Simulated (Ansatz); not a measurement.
`[CH3][Zr]([Cl])([Cl])[Cl]` + CH₃NH₂ → `C[NH][Zr]([Cl])([Cl])[Cl]` + CH₄ at 298.15 K and 1 bar (ligand exchange at a Zr–C bond).

Program: Ansatz. Geometries: PBE0-D4/def2-TZVP. ΔE: electronic, gas phase. CCSD(T)/CBS is the MP2 limit (def2-TZVPP, def2-QZVPP) plus CCSD(T) − MP2 in def2-TZVPP, frozen cores. This one scheme is used for every species. def2 core potentials past Kr. For Zr outer-core shells are correlated without core-valence functions, which leaves a few kJ/mol of doubt a bond. Each species was taken in one conformer, which may not be the lowest.

```csv
species,CCSD(T)/CBS energy (Eh),H − E (kJ/mol),S (J/(mol·K))
`[CH3][Zr]([Cl])([Cl])[Cl]`,-1466.41816,124.7,394.6
CH₃NH₂,-95.75281,180.0,240.4
`C[NH][Zr]([Cl])([Cl])[Cl]`,-1521.75679,178.5,434.8
CH₄,-40.46206,127.4,186.2
```

H − E and S are ideal-gas, rigid-rotor, harmonic terms from PBE0-D4/def2-TZVP, for one conformer and one mirror image of each species. 1 Eh = 2625.50 kJ/mol, R = 8.31446 J/(mol·K).

By hand: ΔE, ΔH, ΔS and ΔG.

ΔE = (-1521.75679) + (-40.46206) − (-1466.41816) − (-95.75281) = -0.04788 Eh = -125.7 kJ/mol. Δ(H − E) = 178.5 + 127.4 − 124.7 − 180.0 = 1.2, so ΔH = -124.5 kJ/mol. ΔS = 434.8 + 186.2 − 394.6 − 240.4 = -14.0 J/(mol·K). ΔG = -124.5 − 298.15 × (-14.0)/1000 = -120.3 kJ/mol.

By hand: the equilibrium constant, and the temperature at which ΔG would vanish if ΔH and ΔS stayed fixed.

log₁₀ K = −ΔG/(RT ln 10) = 21.1. ΔG = 0 at ΔH/ΔS = 8893 K, far beyond where these terms or the molecules hold.

The number of gas molecules stays the same, so ΔS is small and ΔH decides. A doubt of 5 kJ/mol in ΔE shifts log₁₀ K by 0.9 here. Other conformers and mirror images would add mixing entropy, several J/(mol·K) or more a flexible species. Modes under 60 cm⁻¹, often nearly free rotors, make the harmonic entropy too high. These are equilibria of isolated gas molecules and say nothing of rates. Largest T1 diagnostic: 0.015 (customary marks: 0.02 for closed shells, 0.045 for open ones).
